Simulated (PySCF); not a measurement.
PySCF job for ZrCl3, SMILES [Cl][Zr]([Cl])[Cl] (connectivity only; charge and spin as stated), neutral, multiplicity 2, r2SCAN-D4/def2-SVP. Geometry: r2SCAN-D4/def2-SVP. The spin state was assumed, not searched. The isomer is the one that the SMILES or the coordinates give; other isomers of the formula were not compared. The def2 effective core potentials stand for the cores of Zr; spin–orbit coupling is left out.

```python
import numpy as np
from pyscf import gto, scf, dft, df
from pyscf.hessian import thermo

mol = gto.M(
    atom='''
    Zr   -0.00000000    0.00000000    0.00000000
    Cl    2.33888725   -0.00000000   -0.00000000
    Cl   -1.16944362   -2.02553578   -0.00000000
    Cl   -1.16944363    2.02553577   -0.00000000
    ''',
    basis='def2-SVP',
    ecp={'Zr': 'def2-svp'},
    charge=0,
    spin=1,
    max_memory=1600,
    verbose=3,
)
mf = dft.UKS(mol, xc='r2scan').density_fit(auxbasis='def2-universal-jkfit')
mf.disp = 'd4'
mf.grids.level = 4
mf.conv_tol = 1e-11
mf.max_cycle = 100
mf.kernel()
fine, coarse = mf.grids, dft.Grids(mol).set(level=1).build(with_non0tab=True)
for _ in range(3):  # follow internal instabilities
    mf.grids = coarse
    mo, _, stable, _ = mf.stability(return_status=True, nroots=4)
    mf.grids = fine
    if stable:
        break
    mf.kernel(mf.make_rdm1(mo, mf.mo_occ))

# [left out here: the lines that compute and print the analytic Hessian (its translational invariance restored by hand, since the grid's response is missing), thermochemistry and intensities]
```

Log of the run:

```

WARN: HOMO -0.456833733329484 >= LUMO -0.456833733329485

converged SCF energy = -1427.37755312543  <S^2> = 0.75361486  2S+1 = 2.0036116
<class 'pyscf.df.df_jk.DFUKS'> wavefunction is stable in the internal stability analysis

WARN: MGGA Hessian is sensitive to dft grids. grids.level 4 may not be dense enough.


WARN: DFTD4 does not support analytical Hessian, using finite difference.


WARN: Mole.unit (angstrom) is changed to Bohr

Mode                                 0                   1                   2
Irrep
Freq [cm^-1]                       63.4901             87.9637             88.0684
Reduced mass [au]                  52.8396             38.8411             38.8422
Force const [Dyne/A]                0.1255              0.1771              0.1775
Char temp [K]                      91.3481            126.5602            126.7108
Normal mode                   x     y     z       x     y     z       x     y     z
       0  Zr                -0.00  0.00  0.08    0.00  0.04 -0.00    0.04 -0.00  0.00
       1  Cl                -0.00 -0.00 -0.07    0.00 -0.12  0.00    0.05  0.00 -0.00
       2  Cl                 0.00 -0.00 -0.07    0.07  0.01  0.00   -0.08  0.07 -0.00
       3  Cl                 0.00  0.00 -0.07   -0.07  0.01  0.00   -0.08 -0.07 -0.00
Mode                                 3                   4                   5
Irrep
Freq [cm^-1]                      360.4777            428.5330            428.6282
Reduced mass [au]                  35.4500             46.7535             46.7552
Force const [Dyne/A]                2.7141              5.0586              5.0611
Char temp [K]                     518.6472            616.5635            616.7006
Normal mode                   x     y     z       x     y     z       x     y     z
       0  Zr                 0.00 -0.00 -0.00   -0.07 -0.00  0.00   -0.00  0.07  0.00
       1  Cl                -0.10  0.00  0.00    0.11  0.00 -0.00    0.00 -0.01 -0.00
       2  Cl                 0.05  0.08  0.00    0.03  0.04 -0.00   -0.04 -0.08 -0.00
       3  Cl                 0.05 -0.08  0.00    0.03 -0.04 -0.00    0.04 -0.08 -0.00
temperature 298.1500 [K]
pressure 101325.00 [Pa]
Rotational constants [GHz] 1.73737 1.73737 0.86868
Symmetry number 6
Zero-point energy (ZPE) 0.00332 [Eh]   8715.759 [J/mol]
                           tot       elec      trans        rot        vib
Entropy [J/mol/K]       348.778      5.763    174.673    107.257     61.085
Cv [J/mol/K]             67.857      0.000     12.472     12.472     42.914
Cp [J/mol/K]             76.172      0.000     20.786     12.472     42.914
Internal energy [J/mol]                      3718.434   3718.434  17215.976
Internal energy [Eh]   -1427.36816  -1427.37755
Enthalpy [J/mol]                             6197.391   3718.434  17215.976
Enthalpy [Eh]          -1427.36722
Gibbs free energy [J/mol]                  -45881.241 -28260.316   -996.525
Gibbs free energy [Eh] -1427.40683
mode   freq/cm-1   IR/(km/mol)
   1       63.49         7.566
   2       87.96         1.844
   3       88.07         1.855
   4      360.48         0.000
   5      428.53       105.087
   6      428.63       105.129
max |gradient| / (hartree/bohr): 5.7483875931230155e-05
APT charges: [ 1.6206 -0.544  -0.5435 -0.5435]
```

The calculation finished and met its thresholds.

Cost: around 5 core-minutes (rough).
